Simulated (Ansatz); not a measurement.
Born–Oppenheimer molecular dynamics of C2H7FO2Si2 (14 atoms, charge 0, multiplicity 1). It starts from a relaxed structure.

Method: UKS PBE/STO-3G (Ansatz).

```yaml
ensemble: NVE (velocity Verlet)
time_step: 0.25 fs
steps_asked: 158
starting_velocities_drawn_for: 2000 K
seed: 524929
```

Frames 2.5 fs apart, positions in Å, forces in eV/Å.

Velocities at 0.0 fs (Å/ps):

```
O -10.41 1.23 10.95
C -13.05 5.03 -13.22
O 8.16 -12.63 3.76
Si -4.91 -4.53 -6.83
F 24.97 14.35 9.63
C 3.72 -2.27 -5.70
Si -3.47 3.24 -3.30
H -12.26 10.51 16.79
H -31.14 -7.28 -11.61
H 4.85 30.08 45.83
H -73.14 7.17 -61.14
H 3.42 -43.50 55.88
H 8.98 -8.43 13.10
H 9.00 -74.92 33.72
```

```xyz
14
Properties=species:S:1:pos:R:3:forces:R:3 time_fs=0.0 energy_less_start_eV=0.000 T=2000
O -1.235 -1.589 -1.066 0.00 -0.01 0.01
C -0.580 -2.665 -0.724 0.01 -0.01 0.00
O 0.705 -2.444 -0.322 -0.01 0.00 -0.01
Si 0.599 -0.576 -0.593 0.01 0.00 0.00
F 2.193 -0.356 -0.196 -0.02 0.00 -0.01
C -0.355 0.450 0.687 0.00 0.00 0.00
Si 0.087 2.282 0.692 0.00 0.00 0.00
H -0.972 -3.715 -0.736 0.00 0.02 0.00
H 0.529 -0.118 -1.988 0.00 -0.01 0.01
H -1.438 0.341 0.509 0.00 0.00 0.00
H -0.160 0.035 1.691 0.00 0.00 0.00
H -0.177 2.867 -0.614 0.00 0.00 0.00
H -0.705 2.991 1.686 0.00 0.00 0.00
H 1.496 2.466 1.004 0.00 0.00 0.00
14
Properties=species:S:1:pos:R:3:forces:R:3 time_fs=2.5 energy_less_start_eV=0.947 T=1391
O -1.261 -1.585 -1.039 -0.37 0.80 -0.42
C -0.611 -2.653 -0.756 2.23 -1.04 1.48
O 0.724 -2.475 -0.313 -2.02 0.72 -1.05
Si 0.587 -0.588 -0.610 2.03 0.23 0.79
F 2.254 -0.320 -0.172 -2.20 -0.35 -0.74
C -0.347 0.446 0.669 -1.18 1.82 -2.81
Si 0.079 2.289 0.685 1.89 -2.65 4.51
H -1.005 -3.692 -0.696 -0.18 -0.28 -0.23
H 0.454 -0.137 -2.014 0.25 -0.06 0.26
H -1.436 0.415 0.608 -0.70 -0.11 -1.44
H -0.322 0.031 1.597 1.57 -1.55 4.00
H -0.176 2.779 -0.517 -0.61 1.82 -3.81
H -0.684 2.971 1.718 -0.07 0.10 -0.08
H 1.512 2.284 1.083 -0.63 0.56 -0.45
14
Properties=species:S:1:pos:R:3:forces:R:3 time_fs=5.0 energy_less_start_eV=1.358 T=1125
O -1.288 -1.579 -1.014 -0.27 0.97 -0.57
C -0.631 -2.646 -0.781 2.84 -1.92 2.29
O 0.736 -2.504 -0.308 -3.07 1.33 -1.70
Si 0.580 -0.598 -0.625 3.16 0.34 1.38
F 2.308 -0.285 -0.150 -3.44 -0.66 -1.19
C -0.345 0.450 0.641 -2.68 -0.30 2.47
Si 0.075 2.291 0.687 1.80 -2.06 2.09
H -1.046 -3.683 -0.671 -0.04 -0.03 -0.41
H 0.394 -0.159 -2.026 0.43 -0.05 0.22
H -1.466 0.481 0.627 0.20 -0.41 -1.77
H -0.397 -0.040 1.681 1.71 0.73 -1.00
H -0.202 2.783 -0.606 0.08 0.79 -0.98
H -0.666 2.957 1.745 -0.14 0.17 -0.16
H 1.494 2.136 1.137 -0.59 1.09 -0.66
14
Properties=species:S:1:pos:R:3:forces:R:3 time_fs=7.5 energy_less_start_eV=1.985 T=722
O -1.317 -1.569 -0.990 0.60 0.11 -0.44
C -0.637 -2.649 -0.794 2.03 -1.47 2.40
O 0.736 -2.527 -0.310 -3.31 1.65 -1.95
Si 0.580 -0.609 -0.637 3.55 0.55 1.99
F 2.352 -0.253 -0.133 -4.07 -0.92 -1.43
C -0.356 0.453 0.624 -2.81 -0.94 3.50
Si 0.074 2.289 0.693 0.63 -0.89 -1.24
H -1.090 -3.677 -0.669 0.21 0.13 -0.48
H 0.358 -0.185 -2.025 0.52 0.02 -0.05
H -1.486 0.522 0.545 0.78 -0.84 -1.11
H -0.373 -0.077 1.727 1.01 1.58 -2.77
H -0.225 2.834 -0.756 0.75 -0.43 2.27
H -0.657 2.953 1.762 -0.15 0.18 -0.22
H 1.444 2.051 1.154 0.26 1.28 -0.46
14
Properties=species:S:1:pos:R:3:forces:R:3 time_fs=10.0 energy_less_start_eV=1.876 T=792
O -1.343 -1.559 -0.968 1.79 -1.15 -0.25
C -0.633 -2.658 -0.796 0.57 0.03 1.98
O 0.724 -2.545 -0.318 -2.87 1.71 -1.84
Si 0.587 -0.617 -0.645 3.42 0.98 2.45
F 2.383 -0.223 -0.120 -4.34 -1.17 -1.56
C -0.380 0.451 0.622 -0.98 0.18 0.12
Si 0.075 2.284 0.697 -0.39 -0.48 -2.07
H -1.122 -3.666 -0.696 0.32 -0.15 -0.39
H 0.354 -0.209 -2.028 0.55 0.05 -0.24
H -1.466 0.515 0.397 0.14 -0.95 -0.15
H -0.292 -0.030 1.627 0.01 0.41 -0.38
H -0.206 2.864 -0.785 0.78 -0.68 2.76
H -0.656 2.959 1.766 -0.08 0.12 -0.29
H 1.411 2.041 1.144 1.09 1.11 -0.13
14
Properties=species:S:1:pos:R:3:forces:R:3 time_fs=12.5 energy_less_start_eV=1.782 T=853
O -1.362 -1.553 -0.947 2.65 -2.02 -0.16
C -0.627 -2.668 -0.787 -1.09 1.20 1.28
O 0.701 -2.556 -0.334 -1.76 1.63 -1.42
Si 0.601 -0.624 -0.648 3.13 1.42 2.44
F 2.400 -0.198 -0.111 -4.40 -1.38 -1.59
C -0.410 0.452 0.620 0.31 2.12 -4.92
Si 0.075 2.279 0.697 -0.07 -0.93 -0.44
H -1.135 -3.663 -0.745 0.37 -0.37 -0.23
H 0.383 -0.232 -2.043 0.53 -0.03 -0.12
H -1.437 0.452 0.241 -0.43 -0.77 0.81
H -0.204 0.034 1.522 -0.23 -1.76 3.89
H -0.143 2.858 -0.658 0.33 0.00 0.87
H -0.661 2.973 1.753 -0.02 0.05 -0.28
H 1.435 2.096 1.124 0.69 0.84 -0.11
14
Properties=species:S:1:pos:R:3:forces:R:3 time_fs=15.0 energy_less_start_eV=1.757 T=869
O -1.371 -1.555 -0.927 2.79 -2.24 -0.20
C -0.626 -2.672 -0.773 -2.68 1.24 0.44
O 0.672 -2.561 -0.355 -0.11 1.54 -0.80
Si 0.622 -0.628 -0.645 2.88 1.63 2.12
F 2.403 -0.176 -0.108 -4.31 -1.52 -1.54
C -0.437 0.460 0.598 2.14 -0.20 -0.90
Si 0.075 2.271 0.696 1.26 -2.18 3.42
H -1.125 -3.680 -0.808 0.49 -0.10 -0.05
H 0.443 -0.256 -2.065 0.45 -0.14 0.16
H -1.431 0.345 0.131 -0.36 -0.28 1.44
H -0.140 0.019 1.591 -1.63 0.03 -0.52
H -0.062 2.859 -0.495 -0.36 1.81 -3.28
H -0.667 2.989 1.724 -0.05 0.01 -0.10
H 1.497 2.201 1.097 -0.50 0.41 -0.20
14
Properties=species:S:1:pos:R:3:forces:R:3 time_fs=17.5 energy_less_start_eV=1.587 T=978
O -1.371 -1.565 -0.907 2.03 -1.71 -0.36
C -0.638 -2.670 -0.756 -3.31 0.55 -0.31
O 0.643 -2.560 -0.378 1.59 1.49 -0.17
Si 0.649 -0.628 -0.638 2.60 1.52 1.90
F 2.392 -0.159 -0.110 -4.05 -1.58 -1.40
C -0.454 0.468 0.570 2.32 -1.82 1.13
Si 0.078 2.259 0.702 1.36 -0.46 1.49
H -1.088 -3.703 -0.874 0.37 0.20 0.16
H 0.529 -0.288 -2.077 0.27 -0.18 0.32
H -1.444 0.222 0.104 0.13 0.47 1.50
H -0.165 -0.001 1.647 -1.80 0.87 -2.57
H 0.002 2.953 -0.494 -0.36 0.88 -1.83
H -0.676 3.007 1.690 -0.12 -0.04 0.15
H 1.533 2.330 1.060 -1.02 -0.19 -0.03
14
Properties=species:S:1:pos:R:3:forces:R:3 time_fs=20.0 energy_less_start_eV=1.223 T=1212
O -1.363 -1.581 -0.889 0.32 -0.33 -0.61
C -0.666 -2.665 -0.740 -2.07 -0.46 -0.63
O 0.620 -2.553 -0.403 2.57 1.41 0.26
Si 0.682 -0.625 -0.627 2.09 1.07 1.81
F 2.369 -0.147 -0.116 -3.50 -1.51 -1.11
C -0.461 0.468 0.546 1.54 -1.68 0.04
Si 0.084 2.247 0.711 0.44 2.50 -2.29
H -1.030 -3.716 -0.930 -0.08 0.11 0.31
H 0.631 -0.331 -2.072 0.01 -0.11 0.21
H -1.452 0.128 0.163 0.14 1.11 0.63
H -0.291 0.023 1.568 -0.50 0.11 -0.61
H 0.044 3.092 -0.596 -0.36 -1.39 1.47
H -0.693 3.021 1.664 -0.11 -0.19 0.22
H 1.513 2.448 1.022 -0.47 -0.64 0.32
14
Properties=species:S:1:pos:R:3:forces:R:3 time_fs=22.5 energy_less_start_eV=1.583 T=981
O -1.354 -1.598 -0.874 -1.93 1.67 -0.93
C -0.704 -2.663 -0.728 0.61 -1.76 -0.52
O 0.605 -2.541 -0.426 2.63 1.19 0.48
Si 0.719 -0.620 -0.612 1.03 0.29 1.63
F 2.335 -0.141 -0.125 -2.43 -1.25 -0.63
C -0.459 0.460 0.522 1.29 -0.14 -2.44
Si 0.090 2.239 0.715 -0.89 3.33 -3.19
H -0.977 -3.723 -0.969 -0.54 -0.14 0.37
H 0.734 -0.380 -2.055 -0.26 0.04 -0.05
H -1.456 0.097 0.255 -0.58 1.34 -0.97
H -0.447 0.048 1.468 0.96 -1.37 3.37
H 0.063 3.158 -0.624 -0.44 -2.04 2.11
H -0.715 3.024 1.650 -0.01 -0.38 0.12
H 1.467 2.530 1.003 0.56 -0.77 0.65
14
Properties=species:S:1:pos:R:3:forces:R:3 time_fs=25.0 energy_less_start_eV=1.425 T=1082
O -1.352 -1.609 -0.861 -3.53 2.90 -1.12
C -0.739 -2.669 -0.718 2.88 -2.40 -0.36
O 0.601 -2.525 -0.448 2.19 0.72 0.62
Si 0.758 -0.614 -0.594 -0.82 -0.75 0.75
F 2.293 -0.137 -0.137 -0.56 -0.72 0.13
C -0.451 0.450 0.489 0.59 -1.17 1.69
Si 0.094 2.238 0.712 -1.20 2.40 -1.81
H -0.955 -3.737 -0.986 -0.72 -0.14 0.42
H 0.822 -0.426 -2.040 -0.46 0.16 -0.16
H -1.490 0.146 0.293 -0.32 1.29 -1.66
H -0.549 0.010 1.521 1.57 0.15 -0.06
H 0.057 3.109 -0.535 -0.47 -1.22 0.76
H -0.738 3.005 1.643 0.05 -0.44 0.09
H 1.450 2.566 1.022 0.80 -0.78 0.71
14
Properties=species:S:1:pos:R:3:forces:R:3 time_fs=27.5 energy_less_start_eV=1.585 T=980
O -1.363 -1.609 -0.853 -3.41 1.88 -0.97
C -0.760 -2.687 -0.710 3.30 -0.89 -0.42
O 0.605 -2.506 -0.468 1.64 0.09 0.72
Si 0.795 -0.610 -0.574 -3.64 -1.89 -0.90
F 2.250 -0.137 -0.148 2.23 0.11 1.15
C -0.440 0.434 0.464 -0.71 -1.01 3.72
Si 0.097 2.242 0.707 -0.07 -0.53 2.21
H -0.974 -3.759 -0.977 -0.57 0.00 0.47
H 0.882 -0.463 -2.034 -0.58 0.24 -0.02
H -1.536 0.269 0.240 1.08 0.80 -1.07
H -0.562 -0.024 1.581 1.32 0.92 -2.46
H 0.022 2.996 -0.414 -0.50 1.36 -2.93
H -0.759 2.960 1.642 -0.02 -0.29 0.18
H 1.475 2.555 1.081 -0.06 -0.77 0.34
```

Of the whole run (40 fs, mean temperature of the second half 978 K): The conserved energy stayed within 0.22 meV per atom of its start (net change 0.083 meV per atom), so the integration is sound. A run of 0.04 ps of so small a system gives no equilibrium averages. The orbitals stay closed-shell, which can raise the energy where a bond breaks towards radicals; this wasn't checked here. Limits of this set-up: minimal basis.

Time of the run: 10 min on 1 thread of AMD EPYC 7R13 Processor (Zen 3) (shared host), peak memory 0.16 GiB.
